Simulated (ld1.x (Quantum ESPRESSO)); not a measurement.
## Configuration tests for oxygen (PAW)

* Element: oxygen (O)
* Generator: ld1.x (Quantum ESPRESSO) 7.5
* Type: PAW
* Functional: PBEsol
* Relativity: scalar-relativistic
* Frozen core: [He]
* Valence charge: 6
* Reference configuration: 2s2 2p4
* Partial waves: 2s (bound): rcut 0.85, rcutus 1.05 bohr; 2s channel at 2.45 Ry: rcut 0.85, rcutus 1.05 bohr; 2p (bound): rcut 1.90, rcutus 2.15 bohr; 2p channel at 0.05 Ry: rcut 1.90, rcutus 2.15 bohr; 3d channel at 0.2 Ry: rcut 1.85, rcutus 2.00 bohr; 3d channel at 0.75 Ry: rcut 1.85, rcutus 2.00 bohr
* Local potential: all-electron potential smoothed inside 1.95 bohr (lloc = -2)
* Core correction: a·sin(br)/r model core, default radius (ld1.x builds one for every PAW set, though the input has nlcc=.false.)
* Augmentation charge: PSQ, inside the norm-conserving radii

Energies are relative to the spin-unpolarised reference configuration 2s2 2p4; without spin polarisation the order of configurations can differ from experiment. Not all tests gave a result: 1 of 7 tests not solved or not reliable. Left out of the table: 2s2 2p1 (an occupied level unbound or not found, printed error -11.9 eV).

```json
{"valence configuration": "2s2 2p3", "charge": "+1", "ΔE all-electron (eV)": "16.360", "error AE − PS (meV)": "-13"}
{"valence configuration": "2s2 2p2", "charge": "+2", "ΔE all-electron (eV)": "49.837", "error AE − PS (meV)": "-74"}
{"valence configuration": "2s2 2p3.5", "charge": "+0.5", "ΔE all-electron (eV)": "6.254", "error AE − PS (meV)": "-2.5"}
{"valence configuration": "2s1 2p4", "charge": "+1", "ΔE all-electron (eV)": "31.497", "error AE − PS (meV)": "-14"}
```

**Question.** What are ΔE and the potential's error for 2s1 2p5?

**Answer.** ΔE = 14.855 eV all-electron; the error (AE − PS) is -0.4 meV.

**Question.** What are ΔE and the potential's error for 2s0 2p6?

**Answer.** ΔE = 29.748 eV all-electron; the error (AE − PS) is -1.8 meV.

Levels in the configuration 2s2 2p3.5:

```
level  all-electron (eV)  pseudo (eV)
   2s            -31.227      -31.237
   2p            -16.207      -16.217
```
